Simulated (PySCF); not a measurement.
# Löwdin shares of the frontier orbitals

Species: InMe2(SiH3), C₂H₉InSi.
Z-matrix (Å and degrees, PBE0-D3(BJ)/def2-SVP geometry), rows numbered from 1:
```
In
C   1  2.1729
H   2  1.1025  1  108.89
H   2  1.0999  1  111.36  3  -118.99
H   2  1.0996  1  111.42  3   118.65
C   1  2.1730  2  118.43  3    93.99
H   6  1.1019  1  109.30  2    64.01
H   6  1.1014  1  109.70  2   -53.51
H   6  1.0985  1  112.60  2  -175.04
Si  1  2.5977  2  120.64  3   -85.92
H  10  1.4985  1  113.50  2    10.08
H  10  1.5010  1  110.43  2  -109.99
H  10  1.4999  1  111.80  2   131.58
```

Theory: TDDFT PBE0/def2-SVPD, vertical, gas phase, core orbitals frozen in the response, def2 core potentials past Kr in PySCF. Spin–orbit coupling is left out.

Frontier orbitals with the atoms that hold most of them (Löwdin shares over 4%, at most four atoms; ? is withheld):

```
orbital  ε (eV)                               atoms
 HOMO-3   -9.50          Si10 44%, H12 30%, H13 19%
 HOMO-2   -9.50  Si10 44%, H11 31%, H13 16%, H12 5%
 HOMO-1   -7.30                                   ?
   HOMO   -6.90   Si10 33%, In1 24%, C2 11%, C6 10%
   LUMO   -1.55                                   ?
 LUMO+1   -0.34     In1 52%, Si10 11%, C2 7%, C6 7%
 LUMO+2    0.44    Si10 30%, In1 28%, H11 7%, C6 7%
```

(1) Which atoms hold the LUMO, and with what shares?

(2) Which atoms hold the HOMO-1, and with what shares?

## Answers

(1) In1 (bonded to 2 C and Si) 58%; Si10 (bonded to In and 3 H) 17%; C2 (bonded to In and 3 H) 7%; C6 (bonded to In and 3 H) 7%. By element: indium 58%, silicon 17%, carbon 14%.

(2) C6 (bonded to In and 3 H) 28%; C2 (bonded to In and 3 H) 28%; In1 (bonded to 2 C and Si) 20%; H9 (bonded to C) 5%. By element: carbon 56%, indium 20%, hydrogen 5% or more.

Within 0.005 eV of a neighbour in this list lie HOMO-3/HOMO-2.

Task: How does S1 compare with the orbital gap of 5.36 eV?

Result: S1 is at 4.11 eV (f = 0.0059), 1.24 eV below the gap, made of HOMO→LUMO (99%). 

Task: Give energy, strength and leading configuration of S1, S2, S3 and S4, and follow the Löwdin shares of the leading atoms from the occupied to the empty orbital.

Result: 
- S1 (4.11 eV, f 0.0059), HOMO→LUMO (99%): Si10 33% → 17%, In1 24% → 58%
- S2 (4.40 eV, f 0.0000), HOMO-1→LUMO (100%): C6 28% → 7%, C2 28% → 7%, In1 20% → 58%, Si10 at most 5% → 17%
- S3 (5.72 eV, f 0.181), HOMO→LUMO+1 (97%): Si10 33% → 11%, In1 24% → 52%
- S4 (6.05 eV, f 0.089), HOMO-1→LUMO+1 (94%): C6 28% → 7%, C2 28% → 7%, In1 20% → 52%, Si10 at most 5% → 11%

Orbitals of the list HOMO-3 to LUMO+2 that lie within 0.01 eV of each other are written together with a slash and their weights summed (≥ marks a lower bound); for degenerate orbitals outside that list single weights are arbitrary.
